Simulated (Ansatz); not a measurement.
This geometry of F4H2OTi (8 atoms, charge 0, multiplicity 1) is a first-order saddle point.

Theory: RKS revPBE-D4/def2-SVP in Ansatz 0.2.0.

```xyz
8
Properties=species:S:1:pos:R:3
Ti 0.107 -0.208 0.009
O 0.056 -0.104 1.981
H -0.732 0.128 2.504
F 1.573 0.329 -0.774
F -0.960 1.181 -0.103
F -0.793 -1.362 -0.950
F 1.065 -1.823 1.007
H 0.618 -1.217 1.841
```

Q: Which two structures does it join? (They come from a converged band through this point; their orientation in space is the band's.)

A: Bonds broken: F7–H8. Bonds formed: O2–H8.

First end point:

```xyz
8
Properties=species:S:1:pos:R:3
Ti -0.024 -0.091 0.044
O -0.155 -0.191 1.886
H -0.676 0.391 2.468
F 1.548 0.364 -0.589
F -1.025 1.314 -0.258
F -0.819 -1.375 -0.849
F 1.238 -1.949 1.018
H 0.845 -1.539 1.796
```

Last end point:

```xyz
8
Properties=species:S:1:pos:R:3
Ti 0.072 -0.513 -0.167
O 0.516 0.057 2.091
H -0.313 0.458 2.417
F 1.517 0.433 -0.481
F -1.382 0.398 0.295
F -0.380 -1.011 -1.789
F 0.326 -2.102 0.588
H 0.578 -0.797 2.563
```

Q: How far does it lie above each of them?

A: 12.9 kJ/mol above the first and 79.1 kJ/mol above the second. This is the barrier of this one path; another mechanism may lie lower. The orbitals stay closed-shell, which can raise the energy where a bond breaks towards radicals; this wasn't checked here.

The run took 97 s on 4 threads of Arm Neoverse V2 (shared host), peak memory 0.17 GiB.
